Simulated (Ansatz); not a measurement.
Wavefunction ladder for AlBH5NO (`B[O][AlH][NH2]`)

```xyz
9

B    -1.017   -1.903    0.237
O    -0.392   -0.736    0.377
Al    0.404    0.738    0.572
N     0.861    1.631   -0.872
H    -2.221   -1.935    0.192
H    -0.373   -2.919    0.155
H     0.713    1.269    2.017
H     0.689    1.338   -1.820
H     1.337    2.517   -0.859
```

The species carries charge 0 and has multiplicity 1. Geometry: relaxed with PBE0-D4/def2-TZVP. It is one conformer, not always the lowest. Frozen core, restricted reference, the Gaussian-basis code of Ansatz. CBS rows extrapolate triple and quadruple zeta; past MP2 they add the triple-zeta difference.

```csv
basis,HF (Eh),MP2 corr.,CCSD corr.,(T),CCSD(T) total
def2-SVP,-398.75972,-0.50064,-0.53749,-0.01243,-399.30964
def2-TZVPP,-399.03759,-0.62843,-0.65872,-0.02281,-399.71912
def2-QZVPP,-399.05338,-0.67578,–,–,–
CBS(def2),-399.05556,-0.71085,-0.74114,as TZ,-399.81951
```
